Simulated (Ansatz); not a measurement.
`BCBCl` + `N=C=O` → `O=C=NBCl` + `BC` at 500 K and 1 bar (ligand exchange at a B–C bond).

Program: Ansatz. Geometries: PBE0-D4/def2-TZVP. ΔE: electronic, gas phase. CCSD(T)/CBS adds triple-zeta CCSD(T) − MP2 to the extrapolated MP2 energy (def2 sets, frozen cores). This one scheme is used for every species. One conformer a species, not always the lowest.

```tsv
species	CCSD(T)/CBS energy (Eh)	H − E (kJ/mol)	S (J/(mol·K))
`BCBCl`	-550.44841	199.0	368.8
`N=C=O`	-168.51995	77.7	264.2
`O=C=NBCl`	-653.16741	106.1	357.6
`BC`	-65.83255	172.2	281.8
```

H − E and S are ideal-gas, rigid-rotor, harmonic terms from PBE0-D4/def2-TZVP, for one conformer and one mirror image of each species. 1 Eh = 2625.50 kJ/mol, R = 8.31446 J/(mol·K).

By hand: ΔE, ΔH, ΔS and ΔG.

ΔE = (-653.16741) + (-65.83255) − (-550.44841) − (-168.51995) = -0.03160 Eh = -83.0 kJ/mol. Δ(H − E) = 106.1 + 172.2 − 199.0 − 77.7 = 1.6, so ΔH = -81.4 kJ/mol. ΔS = 357.6 + 281.8 − 368.8 − 264.2 = 6.4 J/(mol·K). ΔG = -81.4 − 500 × (6.4)/1000 = -84.6 kJ/mol.

By hand: the equilibrium constant, and the temperature at which ΔG would vanish if ΔH and ΔS stayed fixed.

log₁₀ K = −ΔG/(RT ln 10) = 8.8. ΔH and −TΔS have one sign here, so there is no such temperature.

The number of gas molecules stays the same, so ΔS is small and ΔH decides. A doubt of 5 kJ/mol in ΔE shifts log₁₀ K by 0.5 here. Other conformers and mirror images would add mixing entropy, several J/(mol·K) or more a flexible species. Modes under 60 cm⁻¹, often nearly free rotors, make the harmonic entropy too high. These are equilibria of isolated gas molecules and say nothing of rates. Largest T1 diagnostic: 0.018 (customary marks: 0.02 for closed shells, 0.045 for open ones).

ΔS is within the doubt of such terms, so its sign, and with it that verdict, could turn.
